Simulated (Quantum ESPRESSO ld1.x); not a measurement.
The numbers below are computed, except where a source is named.
All-electron atom: I II in [Kr] 4d10 5s1 5p4 6s1 (not the ground configuration). Code: ld1.x of Quantum ESPRESSO 7.5. Model: scalar-relativistic Kohn-Sham, LDA (Slater exchange, VWN5 correlation), spin-polarised, spherical densities, point nucleus; open shells are filled with parallel spins first.

Normalised radial functions P(r) = r R(r), r in bohr:

r           5s up    6s up
0.002788   0.0584   0.0234
0.003246   0.0654   0.0262
0.003779   0.0729   0.0292
0.004399   0.0808   0.0323
0.005163   0.0894   0.0358
0.00601    0.0975   0.0391
0.006997   0.1054   0.0422
0.008145   0.1126   0.0451
0.009559   0.1188   0.0476
0.01113    0.1226   0.0491
0.01295    0.1235   0.0495
0.01508    0.1206   0.0483
0.0177     0.1121   0.0449
0.0206     0.0978   0.0391
0.02399    0.0764   0.0306
0.02792    0.0474   0.0190
0.03251    0.0108   0.0043
0.03815   -0.0346  -0.0139
0.04441   -0.0818  -0.0328
0.0517    -0.1286  -0.0515
0.06019   -0.1689  -0.0676
0.07063   -0.1960  -0.0784
0.08223   -0.1988  -0.0795
0.09572   -0.1721  -0.0688
0.1114    -0.1126  -0.0448
0.1308    -0.0176  -0.0067
0.1522     0.0914   0.0369
0.1772     0.1979   0.0795
0.2063     0.2751   0.1102
0.2421     0.2953   0.1177
0.2819     0.2373   0.0937
0.3281     0.1039   0.0394
0.382     -0.0812  -0.0352
0.4483    -0.2811  -0.1147
0.5219    -0.4157  -0.1663
0.6076    -0.4447  -0.1734
0.7073    -0.3433  -0.1261
0.8234    -0.1239  -0.0312
0.9663     0.1828   0.0954
1.125      0.4778   0.2079
1.31       0.7120   0.2795
1.525      0.8415   0.2856
1.789      0.8491   0.2102
2.083      0.7502   0.0694
2.425      0.5873  -0.1123
2.823      0.4071  -0.2975
3.313      0.2414  -0.4542
3.856      0.1278  -0.5374
4.489      0.0582  -0.5442
5.226      0.0224  -0.4811
6.133      0.0066  -0.3649
7.14       0.0016  -0.2420
8.312      0.0003  -0.1372
9.677      0.0000  -0.0655
11.36      0.0000  -0.0245
13.22      0.0000  -0.0078
15.39      0.0000  -0.0019

5s up: eigenvalue -31.881 eV, 4 radial nodes at r = 0.0338, 0.134, 0.358, 0.881 bohr, <r> = 1.87 bohr, 90 % of the charge inside 2.69 bohr. 6s up: eigenvalue -7.425 eV, 5 radial nodes at r = 0.0338, 0.134, 0.357, 0.858, 2.21 bohr, <r> = 4.62 bohr, 90 % of the charge inside 6.59 bohr.
